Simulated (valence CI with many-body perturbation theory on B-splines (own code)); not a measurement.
Level structure of Nd55+

Computed by relativistic CI+MBPT: three valence electrons over a frozen Dirac-Fock core [He], a basis of 11 s, 11 p, 10 d, 8 f, 5 g, 2 h functions for each j, with the one-electron correlation potential Σ1 (screened to all orders), the two-electron term Σ2, the three-electron term Σ3, Breit, model QED; selected single and double excitations, second order for the rest, scaled by the run's own slope (own B-spline code, finite nucleus).

The last digits are not significant, and no measured levels were compared; by estimate large intervals hold to a few tenths of a per cent, small ones and those within an open d or f shell to about a per cent.

Levels 1 to 45 of 165, with energies above the lowest level, (2s^2 2p1/2) J=1/2. "Leading %" is the weight of the configuration and term that name the level; weights of strongly mixed levels are sums over their largest components and can fall short. In the jj column 3d3/2^4 stands for four electrons in 3d with j = 3/2. Lifetimes count E1, E2, E3, M1 and M2 decay at the calculated energies, and are blank where another channel may lead or the interval is too uncertain; long ones can be off by a factor of two.

| No. | Configuration | Term | J | E (Ry) | Leading % | Second component | Lifetime | Leading jj |
| --- | --- | --- | --- | --- | --- | --- | --- | --- |
| 1 | 2s²2p | ²P° | 1/2 | 0.00 | 100 |  |  | 2s^2 2p1/2 (100 %) |
| 2 | 2s2p² | ⁴P | 1/2 | 14.13 | 54 | 30 % 2s2p² ²S | 75.0 ps | 2s 2p1/2^2 (99 %) |
| 3 | 2s²2p | ²P° | 3/2 | 41.91 | 99 |  | 305 ps | 2s^2 2p3/2 (99 %) |
| 4 | 2s2p² | ⁴P | 3/2 | 51.77 | 91 | 6 % 2s2p² ²D | 87.0 ps | 2s 2p1/2 2p3/2 (100 %) |
| 5 | 2s2p² | ²D | 5/2 | 54.34 | 60 | 40 % 2s2p² ⁴P | 188 ps | 2s 2p1/2 2p3/2 (100 %) |
| 6 | 2s2p² | ²P | 1/2 | 58.43 | 70 | 29 % 2s2p² ⁴P | 508 fs | 2s 2p1/2 2p3/2 (99 %) |
| 7 | 2s2p² | ²D | 3/2 | 58.51 | 64 | 35 % 2s2p² ²P | 601 fs | 2s 2p1/2 2p3/2 (100 %) |
| 8 | 2p³ | ²P° | 3/2 | 73.44 | 47 | 27 % 2p³ ²D° | 762 fs | 2p1/2^2 2p3/2 (98 %) |
| 9 | 2s2p² | ⁴P | 5/2 | 95.00 | 60 | 40 % 2s2p² ²D | 2.73 ps | 2s 2p3/2^2 (100 %) |
| 10 | 2s2p² | ²S | 1/2 | 101.16 | 69 | 17 % 2s2p² ⁴P | 627 fs | 2s 2p3/2^2 (100 %) |
| 11 | 2s2p² | ²P | 3/2 | 101.23 | 62 | 30 % 2s2p² ²D | 354 fs | 2s 2p3/2^2 (99 %) |
| 12 | 2p³ | ⁴S° | 3/2 | 112.64 | 55 | 45 % 2p³ ²D° | 382 fs | 2p1/2 2p3/2^2 (100 %) |
| 13 | 2p³ | ²D° | 5/2 | 114.19 | 100 |  | 423 fs | 2p1/2 2p3/2^2 (100 %) |
| 14 | 2p³ | ²P° | 1/2 | 117.40 | 100 |  | 338 fs | 2p1/2 2p3/2^2 (100 %) |
| 15 | 2p³ | ²P° | 3/2 | 157.17 | 53 | 28 % 2p³ ²D° | 256 fs | 2p3/2^3 (100 %) |
| 16 | 2s²3s | ²S | 1/2 | 482.68 | 98 |  | 9.19 fs | 2s^2 3s (98 %) |
| 17 | 2s²3p | ²P° | 1/2 | 487.50 | 96 |  | 232 fs | 2s^2 3p1/2 (96 %) |
| 18 | 2s2p3s | ⁴P° | 1/2 | 492.17 | 86 | 13 % 2s2p3s ²P° | 10.3 fs | 2s 2p1/2 3s (98 %) |
| 19 | 2s2p3s | ⁴P° | 3/2 | 493.71 | 60 | 38 % 2s2p3s ²P° | 9.26 fs | 2s 2p1/2 3s (97 %) |
| 20 | 2s2p3s | ²P° | 1/2 | 495.46 | 94 | 5 % 2s2p3s ⁴P° | 12.7 fs | 2s 2p1/2 3s (98 %) |
| 21 | 2s2p3p | ⁴D | 1/2 | 496.23 | 72 | 20 % 2s2p3p ²P | 12.8 fs | 2s 2p1/2 3p1/2 (100 %) |
| 22 | 2s2p3p | ⁴D | 3/2 | 497.89 | 41 | 31 % 2s2p3p ²D | 4.33 fs | 2s 2p1/2 3p1/2 (98 %) |
| 23 | 2s²3p | ²P° | 3/2 | 500.01 | 95 |  | 106 fs | 2s^2 3p3/2 (95 %) |
| 24 | 2s2p3p | ⁴P | 1/2 | 500.30 | 48 | 29 % 2s2p3p ²S | 10.0 fs | 2s 2p1/2 3p1/2 (99 %) |
| 25 | 2s²3d | ²D | 3/2 | 503.45 | 97 |  | 1.47 fs | 2s^2 3d3/2 (97 %) |
| 26 | 2s²3d | ²D | 5/2 | 506.84 | 96 |  | 1.49 fs | 2s^2 3d5/2 (96 %) |
| 27 | 2p²3s | ⁴P | 1/2 | 508.73 | 32 | 21 % 2p²3s ²S | 6.98 fs | 2p1/2^2 3s (69 %) |
| 28 | 2s2p3p | ⁴P | 3/2 | 509.31 | 31 | 27 % 2s2p3p ⁴D | 12.2 fs | 2s 2p1/2 3p3/2 (100 %) |
| 29 | 2s2p3p | ⁴D | 5/2 | 511.20 | 45 | 36 % 2s2p3p ²D | 64.2 fs | 2s 2p1/2 3p3/2 (97 %) |
| 30 | 2s2p3p | ²D | 3/2 | 511.41 | 44 | 21 % 2s2p3p ²P | 5.41 fs | 2s 2p1/2 3p3/2 (99 %) |
| 31 | 2s2p3d | ⁴F° | 3/2 | 512.01 | 71 | 12 % 2s2p3d ²D° | 5.72 fs | 2s 2p1/2 3d3/2 (100 %) |
| 32 | 2s2p3p | ²P | 1/2 | 512.51 | 28 | 15 % 2p²3s ⁴P | 4.64 fs | 2s 2p1/2 3p3/2 (70 %) |
| 33 | 2p²3p | ²P° | 1/2 | 512.96 | 34 | 31 % 2p²3p ⁴D° | 1.26 fs | 2p1/2^2 3p1/2 (76 %) |
| 34 | 2s2p3d | ⁴F° | 5/2 | 513.80 | 49 | 22 % 2s2p3d ²F° | 7.30 fs | 2s 2p1/2 3d3/2 (95 %) |
| 35 | 2s2p3d | ⁴D° | 3/2 | 514.96 | 28 | 23 % 2s2p3d ²P° | 1.16 fs | 2s 2p1/2 3d3/2 (96 %) |
| 36 | 2s2p3d | ⁴D° | 1/2 | 515.69 | 44 | 28 % 2s2p3d ²P° | 2.42 fs | 2s 2p1/2 3d3/2 (77 %) |
| 37 | 2s2p3d | ⁴P° | 5/2 | 516.22 | 36 | 28 % 2s2p3d ⁴D° | 1.50 fs | 2s 2p1/2 3d5/2 (98 %) |
| 38 | 2s2p3d | ⁴F° | 7/2 | 517.89 | 39 | 36 % 2s2p3d ²F° | 1.57 fs | 2s 2p1/2 3d5/2 (99 %) |
| 39 | 2s2p3d | ²F° | 5/2 | 518.68 | 52 | 21 % 2s2p3d ²D° | 1.57 fs | 2s 2p1/2 3d5/2 (97 %) |
| 40 | 2s2p3d | ²D° | 3/2 | 518.70 | 40 | 39 % 2s2p3d ²P° | 1.57 fs | 2s 2p1/2 3d5/2 (94 %) |
| 41 | 2p²3p | ²P° | 3/2 | 526.74 | 32 | 21 % 2p²3p ⁴D° | 5.28 fs | 2p1/2^2 3p3/2 (96 %) |
| 42 | 2p²3d | ²D | 3/2 | 529.31 | 41 | 33 % 2p²3d ⁴F | 8.17 fs | 2p1/2^2 3d3/2 (98 %) |
| 43 | 2p²3d | ²D | 5/2 | 533.55 | 34 | 19 % 2p²3d ⁴D | 1.62 fs | 2p1/2^2 3d5/2 (98 %) |
| 44 | 2s2p3s | ⁴P° | 5/2 | 534.16 | 100 |  | 13.4 fs | 2s 2p3/2 3s (100 %) |
| 45 | 2s2p3s | ²P° | 3/2 | 535.68 | 77 | 22 % 2s2p3s ⁴P° | 8.11 fs | 2s 2p3/2 3s (99 %) |

The ionisation energy to 2s² ¹S0 of the next ion comes out as 11689 eV (NIST: 11694 ± 5 eV (theoretical)). All 165 levels together are meant to be complete up to 699.10 Ry.
